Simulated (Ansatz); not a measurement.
```yaml
crystal:
  periodic: [false, false, false]
  atoms:
    - {symbol: Ni, position_ang: [-0.087351, -0.001223, 0.000913]}
    - {symbol: H, position_ang: [1.372633, 0.002386, 0.064344]}
    - {symbol: P, position_ang: [0.048407, 2.073653, 0.014243]}
    - {symbol: F, position_ang: [-0.568828, 2.854156, -1.235030]}
    - {symbol: F, position_ang: [1.462801, 2.812595, 0.087328]}
    - {symbol: F, position_ang: [-0.692101, 2.849863, 1.197366]}
    - {symbol: F, position_ang: [-1.891124, 0.000562, -0.076141]}
    - {symbol: P, position_ang: [0.068146, -2.074017, -0.009575]}
    - {symbol: F, position_ang: [-0.646538, -2.869690, 1.176879]}
    - {symbol: F, position_ang: [1.491589, -2.797512, 0.036776]}
    - {symbol: F, position_ang: [-0.557623, -2.850754, -1.257112]}
basis:
  gaussian: {orbitals: def2-SVPD}
hamiltonian: {xc: {name: RPBE}, dispersion: d4}
scf: {omitted_lower_state_checks: [starts]}
```

```sh
$ ansatz run in.yaml --threads 4 --pin off --events-out ev --progress --plain --max-ram 8704MiB
```

It prints (some lines left out):

```
Functional definition: RPBE
  name "RPBE"
  cite "Hammer, Hansen & Nørskov, Phys. Rev. B 59, 7413 (1999) doi:10.1103/PhysRevB.59.7413"
  cite "Perdew, Burke & Ernzerhof, Phys. Rev. Lett. 77, 3865 (1996) doi:10.1103/PhysRevLett.77.3865"
  parameter kappa = 0.804
  parameter beta = 0.06672455060314922
  exchange = rpbe_x(kappa = kappa, mu = beta*pi^2/3)
  correlation = pbe_c(beta = beta)
these checks for a lower state are left out or cut short: starts
2218 factors; their error is unknown
mean field evaluation 1: about -78619.4879 eV, gradient 9.0e1 eV
mean field evaluation 2: about -78092.6293 eV, gradient 5.0e2 eV
mean field evaluation 4: about -78630.6161 eV, gradient 3.7e1 eV
mean field evaluation 8: about -78632.2724 eV, gradient 8.6e0 eV
mean field evaluation 16: about -78632.2789 eV, gradient 1.6e-2 eV
mean field -78632.27890116 eV, -2889.6829507446 hartree, gradient 2.2e-5 eV, S^2 0.000000; 0 other end points of the search recorded, 0 dependent functions left out
reference -78632.27897088 eV, -2889.6829533070 hartree; 61, 61 occupied and 190, 190 virtual orbitals, 2218 factors
Total energy: -78633.44126614 eV, -2889.7256668698 hartree
Checks for a lower state left out: starts
```

It took 4.8 s on 4 threads of Intel Xeon Platinum 8175M on a shared host.
